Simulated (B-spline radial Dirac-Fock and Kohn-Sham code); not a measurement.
# Relativistic shifts of the levels of Yb⁷⁺

System: the Yb⁷⁺ ion, configuration [Kr] 4d10 4f12 5s2 5p3.

Both columns are ΔSCF binding energies of the configuration average from a B-spline atomic structure program: non-relativistic Hartree-Fock with a point nucleus, and Dirac-Fock with a finite nucleus and the Coulomb interaction alone, averaged over the two j levels with weights 2j+1.

```
shell  Hartree-Fock (eV)  Dirac-Fock (eV)  shift (eV)  shift (%)
   1s            57312.1          61740.4    +4428.26      +7.73
   2s             9488.6          10651.2    +1162.63     +12.25
   2p             9054.7           9436.5     +381.72      +4.22
   3s             2249.0           2532.2     +283.26     +12.59
   3p             2050.6           2155.5     +104.92      +5.12
   3d             1685.0           1670.6      -14.35      -0.85
   4s              545.5            614.3      +68.87     +12.63
   4d              315.4            312.4       -2.93      -0.93
   4f              127.8            121.5       -6.25      -4.89
   5s              150.3            162.8      +12.51      +8.32
   5p              126.4            130.1       +3.67      +2.90
```

Relativity binds 1s, 2s, 2p, 3s, 3p, 4s, 5s, 5p more strongly, among those listed most of all 4s in relative terms, and 3d, 4d, 4f more weakly, because the contracted s and p shells screen the nucleus better.

Values without a named source are computed, but for edge energies of neutral atoms, which are taken from tables.
